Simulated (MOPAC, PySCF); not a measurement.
H6AlN3, SMILES `[NH2][Al]([NH2])[NH2]`, neutral singlet in the gas phase. 

Cartesian coordinates (Å):
```xyz
10

N      1.7571    -0.2460     0.1948
Al     0.0009    -0.0001     0.1335
N     -1.0947    -1.3925     0.2311
N     -0.6617     1.6384    -0.0255
H      2.2162    -1.1417     0.1694
H      2.4417     0.4894     0.2613
H     -0.8129    -2.3371     0.4366
H     -2.0910    -1.3538     0.0908
H     -0.1183     2.4676    -0.2012
H     -1.6375     1.8758     0.0468
```
Charge 0, spin multiplicity 1.

All levels are single points at this geometry (B3LYP-D3(BJ)/def2-TZVP); Pople sets use spherical d functions. Orbital energies aren't observables, and empty levels follow the basis.

HF/6-31G* in PySCF gives HOMO (eV) = -9.97.

Estimate the HOMO (eV) from each of these levels: B3LYP-D3(BJ)/def2-TZVP in PySCF; PBE-D3(BJ)/def2-TZVP in PySCF; B3LYP/3-21G in PySCF; B3LYP/6-31G* in PySCF; B3LYP/LANL2DZ in PySCF; BP86/6-31G* in PySCF; M06-2X/6-31G* in PySCF; SVWN5/6-31G* in PySCF; HF/3-21G in PySCF; HF/STO-3G in PySCF; AM1 in MOPAC; PM6 in MOPAC.


```tsv
level	HOMO (eV)
B3LYP-D3(BJ)/def2-TZVP in PySCF	-6.45
PBE-D3(BJ)/def2-TZVP in PySCF	-5.26
B3LYP/3-21G in PySCF	-5.41
B3LYP/6-31G* in PySCF	-5.96
B3LYP/LANL2DZ in PySCF	-6.13
BP86/6-31G* in PySCF	-4.85
M06-2X/6-31G* in PySCF	-7.71
SVWN5/6-31G* in PySCF	-4.84
HF/3-21G in PySCF	-9.63
HF/STO-3G in PySCF	-7.20
AM1 in MOPAC	-9.04
PM6 in MOPAC	-8.62
```
